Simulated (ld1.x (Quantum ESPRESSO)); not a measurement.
## erbium (Er): one change to an ultrasoft potential, before and after

- Element: Er (Z = 68)
- Generator: ld1.x (Quantum ESPRESSO) 7.5
- Type: ultrasoft
- Functional: PBEsol
- Relativity: non-relativistic
- Frozen core: [Kr] 4d10
- Valence charge: 22
- Reference configuration: 4f11.5 5s2 5p6 5d0.5 6s2 6p0
- Partial waves: 5s (bound): rcut 1.75, rcutus 1.85 bohr; 6s (bound): rcut 1.75, rcutus 1.85 bohr; 5p (bound): rcut 2.20, rcutus 2.35 bohr; 6p (bound, empty): rcut 2.20, rcutus 2.35 bohr; 5d (bound): rcut 2.30, rcutus 2.90 bohr; 5d channel at 4.1 Ry: rcut 2.30, rcutus 2.90 bohr; 4f (bound): rcut 1.10, rcutus 1.30 bohr; 4f channel at 0.25 Ry: rcut 1.10, rcutus 1.30 bohr
- Local potential: all-electron potential smoothed inside 2.50 bohr (lloc = -2)
- Core correction: a·sin(br)/r model core inside 1.30 bohr
- Augmentation charge: PSQ, inside the norm-conserving radii

All-electron outer shells of the reference configuration (PBEsol, non-relativistic, ld1.x):

```tsv
shell	level (eV)	outermost node (bohr)	outermost maximum (bohr)
4p	-298.81	0.28	0.51
4d	-170.77	0.25	0.51
5s	-45.91	0.65	1.20
5p	-27.05	0.67	1.31
4f	-10.95	–	0.50
6s	-3.80	1.63	3.55
5d	-2.34	0.73	1.90
6p	-1.40	1.89	4.62
```

Change: waves 5d (bound): rcut 1.68, rcutus 1.78 bohr; 5d channel at 4.1 Ry: rcut 1.68, rcutus 1.78 bohr.

Cutoffs: the cutoffs (Ry, on a coarse ladder) from which the occupation-weighted sum of valence levels, in a spherical-Bessel basis at the reference potential, stays within 10 and 1 mRy of its value at 400 Ry; they do not see the model core or the augmentation charge, which bear on the density cutoff. Errors are all-electron minus pseudo energies relative to the spin-unpolarised reference configuration.

Task: How do hardness, ghosts and transferability respond?

Result: The potential gets neither clearly harder nor softer (120 Ry and 180 Ry → 120 Ry and 180 Ry); the f channel sets the loose cutoff, while the largest relative change is in d, which becomes harder; of the 7 tests that both files solve, the error grows in 3 and shrinks in 4 by more than 15 % and 0.3 meV (median size 109.3 → 69.7 meV); neither file shows a bound ghost.

```tsv
quantity	base	changed
cutoff, loose	120 Ry	120 Ry
cutoff, tight	180 Ry	180 Ry
loose cutoff by channel (10 mRy a level)	s 12 Ry, p 12 Ry, d 10 Ry, f 80 Ry	s 12 Ry, p 12 Ry, d 18 Ry, f 80 Ry
bound ghosts	none	none
error for 4f12 5s2 5p6 5d0 6s2 6p0, meV [ΔE -3.58 eV]	-116	-70
error for 4f12 5s2 5p6 5d0 6s1 6p0, meV [ΔE 2.35 eV]	-109	-63
error for 4f12 5s2 5p6 5d0 6s0 6p0, meV [ΔE 13.29 eV]	-88	-41
error for 4f11 5s2 5p6 5d0 6s2 6p0, meV [ΔE 11.74 eV]	-124	-180
error for 4f12 5s2 5p6 5d0 6s1.5 6p0, meV [ΔE -1.22 eV]	-114	-67
error for 4f12 5s2 5p6 5d1 6s1 6p0, meV [ΔE -1.54 eV]	-91	-108
error for 4f12 5s2 5p6 5d1 6s0 6p0, meV [ΔE 3.67 eV]	-77	-121
lowest overlap eigenvalue by channel	s 0.23, p 0.10, d 0.85, f 1.00	s 0.23, p 0.10, d 0.80, f 1.00
```
